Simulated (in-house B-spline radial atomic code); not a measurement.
RPA and G0W0 for Cr XVIII (Cr17+), [He] 2s2 2p3, highest spin, as one setting changes: the highest l of the empty states. Start: PBE. A dash marks a level of low quasi-particle weight. Computed with an all-electron radial atomic-structure program (B-spline basis): all electrons, scalar-relativistic (spin-free one-electron X2C), finite nucleus, each spin shell either full or empty, empty states to the listed l with an (l + 1/2)⁻⁴ tail; G0W0 by contour deformation at full frequency.

```csv
highest l of the empty states,RPA summed (Eh),RPA extrapolated (Eh),G0W0 level (eV)
3,-0.41858,-0.44735,2p up -1301.47
4,-0.43295,-0.44837,2p up -1301.59
5,?,?,?
6,-0.44147,-0.44621,2p up -1301.56
7,-0.44296,-0.44599,2p up -1301.56
8,-0.44382,-0.44588,2p up -1301.56
9,?,?,?
10,-0.4447,-0.44575,2p up -1301.56
11,-0.44493,-0.4457,2p up -1301.56
```

Question: What belongs in the row for 5?

Answer: RPA summed (Eh): -0.43871; RPA extrapolated (Eh): -0.44674; G0W0 level (eV): 2p up -1301.57.

Question: What belongs in the row for 9?

Answer: RPA summed (Eh): -0.44436; RPA extrapolated (Eh): -0.44581; G0W0 level (eV): 2p up -1301.56.
